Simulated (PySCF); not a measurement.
C₅H₁₂NOP.
Numbering: `[CH3:1][O:2]/[CH:3]=[P:4]\[CH2:5][N:6]([CH3:7])[CH3:8]` (hydrogens: H9, H10, H11 on C1; H12 on C3; H13, H14 on C5; H15, H16, H17 on C7; H18, H19, H20 on C8)

The same species was optimised twice, with GFN2-xTB and with PBE0-D3(BJ)/def2-SVP (PySCF), and the same property calculations (PySCF, gas phase) were run on both structures.

```tsv
coordinate	GFN2-xTB	PBE0-D3(BJ)/def2-SVP	change
O2–C3 (Å)	1.357	1.338	-0.019
N6–C7 (Å)	1.447	1.439	-0.008
C3=P4 (Å)	1.679	1.686	+0.007
N6–C8 (Å)	1.445	1.440	-0.005
P4–C5 (Å)	1.872	1.874	+0.002
C1–O2 (Å)	1.407	1.407	0.000
C5–N6 (Å)	1.445	1.445	0.000
O2–C3–P4 (°)	123.6	127.0	+3.4
C3–P4–C5 (°)	98.7	101.1	+2.4
C5–N6–C8 (°)	111.2	112.8	+1.6
C5–N6–C7 (°)	111.9	112.8	+0.9
C1–O2–C3 (°)	116.0	116.8	+0.8
C7–N6–C8 (°)	111.8	112.4	+0.6
P4–C5–N6 (°)	110.0	110.5	+0.5
C1–O2–C3–P4 (°)	178	-174	+8
C3–P4–C5–N6 (°)	176	152	-24
P4–C5–N6–C7 (°)	164	160	-4
```

Rotational constants: A = 3393, B = 796.1, C = 700.0 MHz (GFN2-xTB) against A = 3300, B = 774.1, C = 715.8 MHz (PBE0-D3(BJ)/def2-SVP). Point groups within 0.08 Å: C1 and C1.

On the GFN2-xTB structure: HOMO (eV) -5.99 [PBE0/pcSseg-1]; LUMO (eV) -0.86 [PBE0/pcSseg-1]; dipole (D) 2.95 [PBE0/pcSseg-1]; GIAO shielding of C1 (ppm) 125.3 [PBE0/pcSseg-1]; GIAO shielding of O2 (ppm) 181.0 [PBE0/pcSseg-1]; GIAO shielding of C3 (ppm) -15.8 [PBE0/pcSseg-1]; GIAO shielding of P4 (ppm) 169.2 [PBE0/pcSseg-1]; GIAO shielding of C5 (ppm) 126.5 [PBE0/pcSseg-1]; GIAO shielding of N6 (ppm) 231.2 [PBE0/pcSseg-1]; GIAO shielding of C7/C8 (mean) (ppm) 138.6 [PBE0/pcSseg-1].

Q: What do these properties become on the PBE0-D3(BJ)/def2-SVP structure?

A: 
| property | level | on GFN2-xTB | on PBE0-D3(BJ)/def2-SVP | change |
| --- | --- | --- | --- | --- |
| HOMO (eV) | PBE0/pcSseg-1 | -5.99 | -5.92 | +0.07 |
| LUMO (eV) | PBE0/pcSseg-1 | -0.86 | -0.83 | +0.03 |
| dipole (D) | PBE0/pcSseg-1 | 2.95 | 3.08 | +0.13 |
| energy, GFN2-xTB geometry as zero (kcal/mol) | PBE0/pcSseg-1 | 0.0 | -0.5 | -0.5 |
| GIAO shielding of C1 (ppm) | PBE0/pcSseg-1 | 125.3 | 123.8 | -1.5 |
| GIAO shielding of O2 (ppm) | PBE0/pcSseg-1 | 181.0 | 179.5 | -1.5 |
| GIAO shielding of C3 (ppm) | PBE0/pcSseg-1 | -15.8 | -15.2 | +0.6 |
| GIAO shielding of P4 (ppm) | PBE0/pcSseg-1 | 169.2 | 181.8 | +12.6 |
| GIAO shielding of C5 (ppm) | PBE0/pcSseg-1 | 126.5 | 129.4 | +2.9 |
| GIAO shielding of N6 (ppm) | PBE0/pcSseg-1 | 231.2 | 233.0 | +1.8 |
| GIAO shielding of C7/C8 (mean) (ppm) | PBE0/pcSseg-1 | 138.6 | 138.1 | -0.5 |

The heavy atoms differ by 0.256 Å rms after alignment. Among bonds between heavy atoms O2–C3 changes most (-0.019 Å). Changes are differences of the printed values. Neither structure is proved a minimum here.

Conformer computed: `[CH3:1][O:2]/[CH:3]=[P:4]\[CH2:5][N:6]([CH3:7])[CH3:8]`: C1–O2–C3–P4 -174°, C3–P4–C5–N6 152°, P4–C5–N6–C7 160°.
